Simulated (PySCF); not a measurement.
CH5BrFNSi, SMILES C[Si](N)(F)Br.

Geometry optimised at PBE-D3(BJ)/def2-SVP. This is a generated structure with no PubChem entry under its InChIKey; it may be hypothetical. Other conformers were not sampled.

Two levels are set side by side: PBE/def2-TZVP (PySCF) and CAM-B3LYP/def2-TZVP (PySCF). Same geometry, gas phase. Differences are taken from unrounded values.

| quantity | CAM-B3LYP | PBE | PBE minus CAM-B3LYP |
|---|---|---|---|
| orbital gap (eV) | 10.78 | 6.21 | -4.58 |
| highest occupied level (eV) | -9.51 | -6.62 | 2.90 |
| lowest empty level (eV) | 1.27 | -0.41 | -1.68 |
| dipole moment (D) | 2.65 | 2.57 | -0.08 |
| mean polarisability (bohr³) | 61.2 | 64.5 | 3.3 |

Without exact exchange PBE keeps part of each electron's self-repulsion, which lifts occupied levels and narrows the gap. Loosely held outer electrons make PBE densities more polarisable. Differences between two approximate levels are no errors against the true value.

Rough cost on one machine, each run with all the roots and properties that it gave: CAM-B3LYP against PBE within a factor of 2.
